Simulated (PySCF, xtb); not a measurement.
VOF3, SMILES [O]=[V]([F])([F])[F], multiplicity 1.

xtb 6.7.1 with GFN2-xTB at its own geometry gives an orbital gap of 4.22 eV and a dipole moment of 2.59 D.

The structure is a stationary point at B3LYP-D3(BJ)/def2-SVP. The multiplicity is an assumed one; other spin states were not compared.

**Question.** What does PBE/def2-TZVP in PySCF give? (The exact figures need the calculation; the answer reports its results.)

**Answer.** gap 4.67 eV (levels -9.56 and -4.88 eV), dipole 0.41 D.
